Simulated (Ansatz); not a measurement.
`CBBF` + `C#C` → `C#CBBC` + H–F at 700 K and 1 bar (formal exchange of groups at a B–F bond).

Calculated with Ansatz (gas phase, PBE0-D4/def2-TZVP geometries, no zero-point term in ΔE). CBS: MP2 limit from def2 TZ/QZ plus the TZ coupled-cluster correction, frozen cores. This one scheme is used for every species. Each species was taken in one conformer, which may not be the lowest.

| species | CCSD(T)/CBS energy (Eh) | H − E (kJ/mol) | S (J/(mol·K)) |
| --- | --- | --- | --- |
| `CBBF` | -190.46132 | 229.4 | 405.3 |
| `C#C` | -77.22717 | 102.1 | 244.4 |
| `C#CBBC` | -167.26726 | 287.5 | 461.9 |
| H–F | -100.39570 | 45.2 | 198.5 |

H − E and S are ideal-gas, rigid-rotor, harmonic terms from PBE0-D4/def2-TZVP, for one conformer and one mirror image of each species. 1 Eh = 2625.50 kJ/mol, R = 8.31446 J/(mol·K).

Task: By hand: ΔE, ΔH, ΔS and ΔG.

Result: ΔE = (-167.26726) + (-100.39570) − (-190.46132) − (-77.22717) = 0.02553 Eh = 67.0 kJ/mol. Δ(H − E) = 287.5 + 45.2 − 229.4 − 102.1 = 1.2, so ΔH = 68.2 kJ/mol. ΔS = 461.9 + 198.5 − 405.3 − 244.4 = 10.7 J/(mol·K). ΔG = 68.2 − 700 × (10.7)/1000 = 60.7 kJ/mol.

Task: By hand: the equilibrium constant, and the temperature at which ΔG would vanish if ΔH and ΔS stayed fixed.

Result: log₁₀ K = −ΔG/(RT ln 10) = -4.5. ΔG = 0 at ΔH/ΔS = 6374 K, far beyond where these terms or the molecules hold.

The number of gas molecules stays the same, so ΔS is small and ΔH decides. A doubt of 5 kJ/mol in ΔE shifts log₁₀ K by 0.4 here. Other conformers and mirror images would add mixing entropy, several J/(mol·K) or more a flexible species. These are equilibria of isolated gas molecules and say nothing of rates. Largest T1 diagnostic: 0.014 (customary marks: 0.02 for closed shells, 0.045 for open ones).
